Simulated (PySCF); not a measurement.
# Sn²⁺ (tin, charge +2) across methods

[Kr] 4d10 5s2, closed-shell 1S. Calculation: PySCF 2.14, in aug-cc-pVDZ-PP with ECP28MDF; scalar relativity through the core potential.

| method | E (hartree) | mean ε 4p (eV) | mean ε 4d (eV) | mean ε 5s (eV) | Σ⟨r²⟩ (bohr²) | ⟨S²⟩ |
| --- | --- | --- | --- | --- | --- | --- |
| UHF | -212.57923 | -127.48 | -52.994 | -28.789 | 32.37 | 0.000 |
| PW91 | -213.5352 | -106.85 | -43.109 | -26.288 | 31.97 | 0.000 |
| LDA | -213.1023 | -106.47 | -42.988 | -26.615 | 31.99 | 0.000 |
| PBE | -213.4546 | -106.74 | -43.010 | -26.178 | 31.99 | 0.000 |
| TPSS | -213.3691 | -107.31 | -43.060 | -26.034 | 31.99 | 0.000 |
| BLYP | -213.4204 | -106.67 | -42.872 | -26.226 | 32.05 | 0.000 |
| M06-2X | -213.4077 | -116.37 | -48.548 | -27.584 | 32.31 | 0.000 |
| r2SCAN | -213.5247 | -109.63 | -43.822 | -26.387 | 31.90 | 0.000 |
| PBE0 | -213.4616 | -112.21 | -45.795 | -27.061 | 31.99 | 0.000 |

Energies and moments cover only the electrons outside the core potential.
